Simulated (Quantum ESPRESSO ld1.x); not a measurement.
Question: These are the eigenvalues of the occupied orbitals of an atom or ion with whole-number occupations (hartree). Method: scalar-relativistic Kohn-Sham, LDA (Slater exchange, VWN5 correlation), spin-polarised, spherical densities, point nucleus; computed with ld1.x of Quantum ESPRESSO 7.5.

| orbital | eigenvalue |
|---|---|
| 1s up | -301.8934 |
| 1s down | -301.8929 |
| 2s up | -36.7390 |
| 2s down | -36.6956 |
| 2p up | -31.7497 |
| 2p down | -31.7163 |
| 3s up | -4.8237 |
| 3s down | -4.7427 |
| 3p up | -3.3814 |
| 3p down | -3.3025 |
| 3d up | -1.0873 |
| 3d down | -1.0155 |

Which element is it, and in what charge state? The configuration may be excited. Open shells, if any, are filled with parallel spins first.

Answer: Z = 28, nickel, charge +2: Ni2+ in [Ar] 3d8. The list shows which subshells hold electrons but not how many an open one holds; the 1s level, -301.89 hartree, gives Z - s = 24.6 by -(Z - s)^2/2, which with screening and relativity narrows Z to a few neighbours, and the depths of the outer levels then fix element, charge and occupations together.
